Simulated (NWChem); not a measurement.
System: C2H3BF2O; SMILES O=CB(F)CF

The following NWChem deck was run.

```
start job
memory heap 200 mb stack 900 mb global 1100 mb
geometry units angstroms noautosym nocenter noautoz
  O     -1.038649     1.718385    -0.448378
  C     -0.517181     1.151601     0.487009
  B      0.604317     0.079262     0.117208
  F      1.851381     0.491484    -0.049665
  C      0.270162    -1.428331    -0.163390
  F     -1.024509    -1.746629     0.169852
  H     -0.835045     1.382087     1.540365
  H      0.969629    -2.081383     0.394038
  H      0.443931    -1.646443    -1.236031
end
basis spherical
  * library pcsseg-1
end
dft
  xc slater vwn_5
  iterations 150
end
property
  shielding
end
task dft property
```

All runs use the structure optimised with PBE0/def2-SVP.

GIAO values for the isolated, static molecule; σ is the absolute isotropic shielding, δ = σ(reference) − σ with the isolated reference molecule computed at the same levels (11B: boron trifluoride, 13C: tetramethylsilane, 19F: trichlorofluoromethane, 1H: tetramethylsilane, 17O: water).

Atoms are numbered as in the input.

**Question.** What results follow from this input? (LDA (Slater exchange, VWN5)/pcSseg-1, GIAO.) Quantities: δ O1 (ppm); δ C2 (ppm); δ B3 (ppm); δ F4 (ppm); δ C5 (ppm); δ F6 (ppm); δ H7 (ppm).

**Answer.** The δ O1 (ppm) is 910.9 and the δ C2 (ppm) is 255.0. The δ B3 (ppm) comes out as 36.0. The δ F4 (ppm) is -32.0 and the δ C5 (ppm) is 86.5. The δ F6 (ppm) is -341.9 and the δ H7 (ppm) comes out as 12.15.
